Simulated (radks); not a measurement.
Question: Ir4+, configuration [Kr] 4d10 4f14 5s2 5p5 5d5 6p1 (not the ground configuration). Method: Dirac Kohn-Sham, PBE, spin-unpolarised, spherical densities, finite nucleus; open shells fill j = l - 1/2 first; Fermi nuclear charge, rms radius 5.4032 fm; computed with a radial shooting solver on a logarithmic mesh with Libxc functionals.

Spin-orbit splittings of the eigenvalues, e(l+1/2) - e(l-1/2), with zeta = 2 splitting/(2l+1) and mean radii in bohr:

shell  occ.  splitting (eV)  zeta (eV)  <r> j=l-1/2  <r> j=l+1/2
2p        6            1628       1085      0.06017      0.06848
3p        6           356.4      237.6       0.1801       0.1954
3d       10           77.02      30.81       0.1705       0.1751
4p        6               ?          ?       0.4266       0.4603
4d       10           15.65      6.262       0.4717       0.4829
4f       14           3.135     0.8958       0.5288       0.5361
5p        5           14.34      9.561        1.043        1.130
5d        5           1.719     0.6877        1.418        1.453
5f        0         0.07208    0.02059        2.931        2.949
6p        1           2.533      1.688        2.497        2.666

Estimate the 4p splitting.

Answer: 84.29 eV (zeta = 56.19 eV).
